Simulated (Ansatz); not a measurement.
Calculated with Ansatz (gas phase, PBE0-D4/def2-TZVP geometries, no zero-point term in ΔE). CCSD(T)/CBS adds triple-zeta CCSD(T) − MP2 to the extrapolated MP2 energy (def2 sets, frozen cores). Functionals use def2-TZVPP. B3LYP here is the variant with VWN-RPA as its local correlation; programs differ in this. One conformer a species, not always the lowest.

`CC(F)C[SiH3]` + `[SiH3]C1BO1` → `CC1([SiH3])BO1` + `FCC[SiH3]`  (formal exchange of groups at a C–C bond)

`CC(F)C[SiH3]`:

```xyz
14

C    -0.962    1.794    0.403
C    -0.745    0.331    0.111
F    -1.269    0.060   -1.157
C     0.707   -0.098    0.133
Si    0.994   -1.852   -0.493
H    -0.599    2.036    1.404
H    -0.420    2.408   -0.320
H    -2.023    2.044    0.350
H    -1.323   -0.284    0.811
H     1.309    0.598   -0.463
H     1.079   -0.036    1.161
H     0.042   -2.784    0.171
H     0.828   -1.952   -1.964
H     2.381   -2.267   -0.146
```

`[SiH3]C1BO1`:

Cartesian coordinates in Å:
```
Si 0.691 -0.640 -0.899
C -0.676 0.224 0.034
B -0.475 0.992 1.326
O -0.885 -0.260 1.467
H 0.908 0.094 -2.175
H 1.936 -0.612 -0.089
H 0.341 -2.051 -1.207
H -1.630 0.342 -0.479
H -0.210 1.910 2.023
```

`CC1([SiH3])BO1`:

Cartesian coordinates in Å:
```
C 0.398 0.583 1.330
C 0.293 0.019 -0.062
Si -1.397 -0.524 -0.660
B 1.460 0.110 -1.028
O 1.369 -1.036 -0.368
H 0.046 -0.129 2.082
H -0.221 1.481 1.405
H 1.424 0.863 1.582
H -2.317 0.645 -0.613
H -1.950 -1.599 0.208
H -1.296 -1.019 -2.057
H 2.191 0.606 -1.818
```

`FCC[SiH3]`:

Z-matrix (Å, degrees):
```
C
C 1 1.510
F 1 1.388 2 110.2
H 1 1.094 2 112.0 3 119.1
H 1 1.095 2 111.3 3 -118.9
Si 2 1.886 1 114.0 3 53.9
H 2 1.096 1 108.5 3 174.4
H 2 1.095 1 110.2 3 -69.2
H 6 1.488 2 109.5 1 50.3
H 6 1.483 2 111.9 1 -70.9
H 6 1.488 2 108.9 1 169.0
```

```csv
level,ΔE (kJ/mol)
B3LYP-D4,7.7
MP2/def2-TZVPP,8.4
```

(1) What does CCSD(T)/CBS give? (Estimate.)

Largest T1 diagnostic among the species: 0.016.

Results:

(1) Ansatz gave: +10.2 kJ/mol. The listed levels differ from it by -2.5, -1.8 kJ/mol.

CCSD(T)/CBS has its own doubt, a few kJ/mol and more with outer-core shells, so smaller differences from it don't rank the levels.
